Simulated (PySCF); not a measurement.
**Computed properties of 2-(furan-2-yl)-1,3-thiazole (C7H5NOS), SMILES c1coc(-c2nccs2)c1**

2-(furan-2-yl)-1,3-thiazole (C₇H₅NOS), SMILES c1coc(-c2nccs2)c1. Geometry: B3LYP-D3(BJ)/def2-SVP. One conformer was computed; it need not be the lowest. All values are computed for the isolated molecule unless a solvent is named; none is compared with measurement here.

**Structure.** The optimised structure has Cs symmetry. All 39 harmonic modes at B3LYP-D3(BJ)/def2-SVP (PySCF) are real, so it is a minimum. With heavy atoms numbered as in [cH:1]1[cH:2][o:3][c:4](-[c:5]2[n:6][cH:7][cH:8][s:9]2)[cH:10]1, the shortest bond between them is C5–N6 at 1.309 Å and the longest C5–S9 at 1.761 Å.

**Vibrations.** The strongest infrared lines (harmonic, unscaled, degenerate partners summed) lie at 1563 cm⁻¹ (54 km/mol, C 76 %, N 15 %, H 9 %), 754 cm⁻¹ (50 km/mol, H 76 %, C 21 %), 881 cm⁻¹ (35 km/mol, C 69 %, H 15 %). The softest mode is at 66 cm⁻¹ and the zero-point energy is 66.6 kcal/mol.

**Electronic structure.** r2SCAN/def2-SVP (PySCF) places the frontier levels at -5.43 and -2.14 eV, a gap of 3.29 eV, and gives a dipole moment of 0.78 D and a mean polarisability of 102.4 bohr³. PBE/def2-SVP (PySCF) at the same geometry gives -5.22 and -2.14 eV, so its gap is 0.21 eV narrower. An orbital gap is neither the optical nor the fundamental gap.

**Excitations.** TDA-ωB97X/def2-SVPD (PySCF) has S1 at 4.66 eV (266 nm, f = 0.626, bright); the most intense of the 6 singlets computed lies at 4.66 eV (f = 0.63). T1 (TDA) is at 2.88 eV, 1.78 eV under S1. TDA-PBE/def2-SVPD (PySCF) puts S1 at 4.22 eV. No vertical singlet excitation falls in the visible range (under 3.1 eV).

**NMR.** GIAO shifts at B3LYP/pcSseg-1 (PySCF) (non-relativistic, atoms alike by connectivity averaged): ¹³C from 118.3 to 168.5 ppm against TMS; ¹H from 6.9 to 8.0 ppm against TMS.

**Solvation.** SMD-M06-2X/6-31G* (PySCF) gives -3.9 kcal/mol in water, -5.6 kcal/mol in methanol, -5.9 kcal/mol in ethanol (1 M in both phases, gas-phase geometry); of these solvents ethanol holds the molecule best.
